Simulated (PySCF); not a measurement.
All values below come from B3LYP-D3(BJ)/def2-TZVP // PBE0-D4/def2-TZVP run with PySCF. Isolated molecules, 0 K electronic values unless said otherwise. One relaxed conformer stands for a flexible species; it need not be the lowest. B3LYP has the VWN-RPA correlation part, as in Gaussian. Excitations are Tamm–Dancoff values on a coarser integration grid. The basis has no diffuse functions, so Rydberg states are missing or too high.

Reference species (SMILES): `C[SiH2]O` (C–Si–O–H torsion 70°) (neutral, multiplicity 1).

| Property | Result |
|---|---|
| HOMO–LUMO gap | 8.38 eV |
| S1–T1 gap (TDA) | 0.34 eV |
| T1 excitation (TDA) | 6.83 eV |

Changed species: `O[SiH2]F` (H–O–Si–F torsion 72°) (X = fluoro; the reference has X = methyl).

Question: Predict the effect on the HOMO–LUMO gap, S1–T1 gap (TDA) and T1 excitation (TDA).

Answer: the HOMO–LUMO gap goes up by 0.79 eV, to 9.17 eV; the S1–T1 gap (TDA) increases by 0.07 eV, to 0.41 eV; the T1 excitation (TDA) goes up by 0.75 eV, to 7.58 eV.
